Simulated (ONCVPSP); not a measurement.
**An all-electron radial function and its pseudo partner (hydrogen (H))**

Columns: radius, all-electron u(r) and pseudo u(r) of the 1s shell (level -6.49 eV) of hydrogen in the configuration 1s1; PBE, scalar-relativistic, ONCV scheme, ONCVPSP 4.0.1.

| r (bohr) | all-electron | pseudo |
| --- | --- | --- |
| 0.070 | 0.1252 | 0.1060 |
| 0.140 | 0.2332 | 0.2083 |
| 0.210 | 0.3256 | 0.3035 |
| 0.280 | 0.4043 | 0.3890 |
| 0.350 | 0.4706 | 0.4633 |
| 0.420 | 0.5260 | 0.5255 |
| 0.490 | 0.5718 | 0.5760 |
| 0.560 | 0.6090 | 0.6157 |
| 0.630 | 0.6387 | 0.6460 |
| 0.700 | 0.6618 | 0.6684 |
| 0.770 | 0.6791 | 0.6843 |
| 0.840 | 0.6913 | 0.6949 |
| 0.910 | 0.6991 | 0.7013 |
| 0.980 | 0.7030 | 0.7042 |
| 1.050 | 0.7035 | 0.7041 |
| 1.120 | 0.7011 | 0.7014 |
| 1.190 | 0.6963 | 0.6963 |
| 1.260 | 0.6892 | 0.6892 |
| 1.330 | 0.6804 | 0.6804 |
| 1.400 | 0.6699 | 0.6699 |
| 1.470 | 0.6582 | 0.6582 |
| 1.540 | 0.6454 | 0.6454 |
| 1.610 | 0.6317 | 0.6317 |
| 1.680 | 0.6172 | 0.6172 |
| 1.750 | 0.6022 | 0.6022 |
| 1.820 | 0.5868 | 0.5868 |

Q: How many radial nodes do the two functions have?

A: The all-electron 1s function has n − l − 1 = 0; the pseudo-wave has 0.

Q: At about which radius was the pseudo-wave matched?

A: 1.40 bohr. The columns agree to 0.0005 from 1.12 bohr on; several derivatives are matched, so the curves merge somewhat inside the radius.

Q: Where does each function peak?

A: Outermost all-electron maximum near 1.05 bohr, pseudo maximum near 0.98 bohr (to the table’s step).

Q: Is the pseudo-wave norm-conserving?

A: Yes: the ONCV scheme keeps the norm inside the radius equal to the all-electron one, which fixes the energy derivative of the logarithmic derivative at the level.
